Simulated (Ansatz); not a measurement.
Breaking a bond: Al2(mu-OMe)2(OH)4, C2H10Al2O6, singlet. The C4–H20 bond (C4 also carries H, H, O; H20 carries nothing else) is pulled apart rigidly from the PBE0/def2-SVP optimised geometry.

Calculation: unrestricted PBE/def2-SVP (Ansatz, a program for electronic structure).

The batch members p0 to p7 hold the bond at 0.90, 0.96, 1.04, 1.06, 1.10, 1.12, 1.19, 1.26 Å.

Ansatz input:

Ansatz 0.2 input:
```yaml
# input.yaml
basis:
  gaussian: { orbitals: def2-svp }
hamiltonian:
  xc: pbe
batch:
  members: [p0.yaml, p1.yaml, p2.yaml, p3.yaml, p4.yaml, p5.yaml, p6.yaml, p7.yaml]

# p4.yaml, one of the 8 members of this batch
crystal:
  periodic: [false, false, false]
  atoms:
    - { symbol: Al, position_ang: [-2.27854614, -1.77117754, 0.47937413] }
    - { symbol: Al, position_ang: [-2.34797668, -0.09147391, -1.76688426] }
    - { symbol: O, position_ang: [-1.15652541, -0.66279732, -0.47491739] }
    - { symbol: C, position_ang: [0.0, 0.0, 0.0] }
    - { symbol: H, position_ang: [0.9073585, -0.50404224, -0.36701997] }
    - { symbol: H, position_ang: [0.0, 1.0425781, -0.35331326] }
    - { symbol: O, position_ang: [-2.45934377, -1.06905673, 2.02967511] }
    - { symbol: H, position_ang: [-2.56170221, -1.61234122, 2.8121535] }
    - { symbol: O, position_ang: [-2.06353999, -3.46739741, 0.42834326] }
    - { symbol: H, position_ang: [-1.87066731, -3.98239401, -0.35517484] }
    - { symbol: O, position_ang: [-3.47070802, -1.19840271, -0.81127024] }
    - { symbol: C, position_ang: [-4.62871733, -1.85958088, -1.28474941] }
    - { symbol: H, position_ang: [-4.62987663, -1.8601567, -2.38522233] }
    - { symbol: H, position_ang: [-4.63008988, -2.90203372, -0.93105191] }
    - { symbol: H, position_ang: [-5.53489909, -1.35391961, -0.91705648] }
    - { symbol: O, position_ang: [-2.56296923, 1.60465133, -1.71630481] }
    - { symbol: H, position_ang: [-2.75606185, 2.12043434, -0.93339498] }
    - { symbol: O, position_ang: [-2.16688684, -0.79572695, -3.31600095] }
    - { symbol: H, position_ang: [-2.06481465, -0.25453953, -4.09994138] }
    - { symbol: H, position_ang: [0.0, 0.0, 1.1] }
total_charge: 0
magnetization:
  spin_polarized: true
```

Lines of the output on each member:

```
Member 1: Total energy: -27684.36184753 eV, -1017.3815327625 hartree
Member 3: Total energy: -27684.79754834 eV, -1017.3975444719 hartree
Member 0: Total energy: -27683.76995041 eV, -1017.3597809443 hartree
Member 2: Total energy: -27684.75262974 eV, -1017.3958937436 hartree
Member 5: Total energy: -27684.83877714 eV, -1017.3990596020 hartree
Member 4: Total energy: -27684.83890267 eV, -1017.3990642152 hartree
Member 6: Total energy: -27684.75340852 eV, -1017.3959223634 hartree
Member 7: Total energy: -27684.57199340 eV, -1017.3892554806 hartree
```

The unrestricted solution behind UKS-PBE changes between 2.33 and 2.71 Å, which can leave a kink. The unrestricted determinant behind UKS-PBE is spin-contaminated at 2.33 to 3.23 Å (<S²> up to 1.0, against 0.00 for a pure singlet).
